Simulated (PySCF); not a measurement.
# Bonding in `F[C@@H]1C=C(C(F)(F)F)[C@@H]2C[C@H]12`

Compound: C7H6F4.
SMILES with atom numbers: `[F:1][C@@H:2]1[CH:3]=[C:4]([C:5]([F:6])([F:7])[F:8])[C@@H:9]2[CH2:10][C@H:11]12` (hydrogens: H12 on C2; H13 on C3; H14 on C9; H15, H16 on C10; H17 on C11)

Cartesian coordinates in Å at the PBE0-D3(BJ)/def2-SVP level; atoms count from 1:
```
atom  x, y, z in Å
F1    -1.5878    2.1502   -0.6078
C2    -0.8154    1.5282    0.3506
C3     0.5569    1.2134   -0.1932
C4     0.8421   -0.0842   -0.0519
C5     2.0977   -0.7585   -0.4959
F6     1.8438   -1.6633   -1.4481
F7     2.9899    0.1038   -0.9802
F8     2.6738   -1.4110    0.5212
C9    -0.2937   -0.8506    0.5342
C10   -1.5343   -0.8499   -0.3175
C11   -1.3716    0.1772    0.7625
H12   -0.7593    2.2189    1.2114
H13    1.1904    1.9614   -0.6723
H14   -0.1029   -1.6647    1.2367
H15   -2.2702   -1.6378   -0.1405
H16   -1.4369   -0.5310   -1.3585
H17   -2.0204    0.1240    1.6384
```

Bond orders from the PBE0/pcSseg-1 density (PySCF). Isolated species at its PBE0-D3(BJ)/def2-SVP geometry, gas phase.

(1) How far do the computed orders between heavy atoms stray from the drawn ones?

(2) Set the Mayer orders of the bonds between heavy atoms beside their lengths.

Answers

(1) The largest departure is 0.212, at C3–C4 (drawn double, 1.788).

(2) 
```json
{"bond": "F1–C2", "drawn as": "single", "length (Å)": "1.379", "Mayer order": "0.880"}
{"bond": "C2–C3", "drawn as": "single", "length (Å)": "1.509", "Mayer order": "0.995"}
{"bond": "C3–C4", "drawn as": "double", "length (Å)": "1.336", "Mayer order": "1.788"}
{"bond": "C4–C5", "drawn as": "single", "length (Å)": "1.493", "Mayer order": "0.977"}
{"bond": "C5–F6", "drawn as": "single", "length (Å)": "1.338", "Mayer order": "1.007"}
{"bond": "C5–F7", "drawn as": "single", "length (Å)": "1.332", "Mayer order": "1.006"}
{"bond": "C5–F8", "drawn as": "single", "length (Å)": "1.339", "Mayer order": "0.987"}
{"bond": "C4–C9", "drawn as": "single", "length (Å)": "1.490", "Mayer order": "0.978"}
{"bond": "C9–C10", "drawn as": "single", "length (Å)": "1.505", "Mayer order": "0.928"}
{"bond": "C10–C11", "drawn as": "single", "length (Å)": "1.499", "Mayer order": "0.919"}
{"bond": "C11–C2", "drawn as": "single", "length (Å)": "1.518", "Mayer order": "1.024"}
{"bond": "C11–C9", "drawn as": "single", "length (Å)": "1.507", "Mayer order": "0.924"}
```

Bonds between the same two heavy elements. C–F: lowest F1–C2 (0.880, 1.379 Å), highest C5–F6 and C5–F7 (1.007, 1.338 Å). C–C: lowest C10–C11 (0.919, 1.499 Å), highest C3–C4 (1.788, 1.336 Å); in 8 of the 28 pairs the longer bond (by over 0.003 Å) has the higher order (by 0.02 or more). Bonds named together lie within 0.004.

**Question.** And the bonds to hydrogen?

**Answer.** C–H: 0.93 to 0.98 (6 bonds).

**Question.** Sum the orders of all bonds at each heavy atom with more than one neighbour and set the sums beside the valence in the SMILES.

**Answer.** C2 3.831 (drawn 4), C3 3.760 (drawn 4), C4 3.743 (drawn 4), C5 3.977 (drawn 4), C9 3.786 (drawn 4), C10 3.746 (drawn 4), C11 3.826 (drawn 4). Orders between atoms that aren't bonded are not in these sums.

Mayer orders depend on the basis set.
